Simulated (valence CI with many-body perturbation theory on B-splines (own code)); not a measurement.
Results of a calculation; reference values are marked as such.
## Tm48+ in three bases

Level of theory: configuration interaction combined with many-body perturbation theory (CI+MBPT): three valence electrons over a frozen Dirac-Fock core [Ar], a basis of 7 s, 7 p, 8 d, 6 f, 4 g, 1 h functions for each j, with the one-electron correlation potential Σ1 (screened to all orders), the two-electron term Σ2, the three-electron term Σ3, Breit, model QED; selected single and double excitations, second order for the rest, scaled by the run's own slope (own B-spline code, finite nucleus).

No measured spectrum was set against this ion. As an estimate, large intervals hold to a few tenths of a per cent, small ones and those within an open d or f shell to about a per cent. Only levels of the ground parity were solved; by the run's estimate the other parity begins above the list, which can be wrong where configurations are misplaced.

The reference run has the lowest level (3d3/2^3) J=3/2 and an ionisation energy of 4200.29 eV. Its largest variational space holds 4703 state functions.

Levels are named by their leading jj configuration (3d3/2^4 stands for four electrons in 3d with j = 3/2), which in mixed levels can hold well under half, so a name can repeat and another be missing. Letters in brackets count levels of one name in rising energy.

Changed runs:
A. basis 6 s, 6 p, 5 d, 5 f, 1 g
B. basis 5 s, 5 p, 4 d, 4 f

Excitation energies of the reference run in cm⁻¹, and shifts in cm⁻¹:

| Level | Reference | A | B |
| --- | --- | --- | --- |
| (3d3/2^2 3d5/2) J=5/2 [a] | 365947 | -241 | -401 |
| (3d3/2^2 3d5/2) J=3/2 | 414246 | -78 | -29 |
| (3d3/2^2 3d5/2) J=7/2 | 439145 | +8.9 | +105 |
| (3d3/2^2 3d5/2) J=9/2 | 441709 | +94 | +306 |
| (3d3/2^2 3d5/2) J=1/2 | 452986 | +39 | +207 |
| (3d3/2^2 3d5/2) J=5/2 [b] | 618249 | +277 | +611 |
| (3d3/2 3d5/2^2) J=7/2 [a] | 798289 | -174 | -240 |
| (3d3/2 3d5/2^2) J=9/2 | 830709 | -96 | -44 |
| (3d3/2 3d5/2^2) J=3/2 [a] | 868891 | -31 | -0.6 |
| (3d3/2 3d5/2^2) J=1/2 | 890285 | +108 | +352 |
| (3d3/2 3d5/2^2) J=11/2 | 902531 | +171 | +546 |
| (3d3/2 3d5/2^2) J=5/2 [a] | 906855 | +72 | +252 |
| Ionisation energy (eV) | 4200.29 | -0.07 | -0.10 |
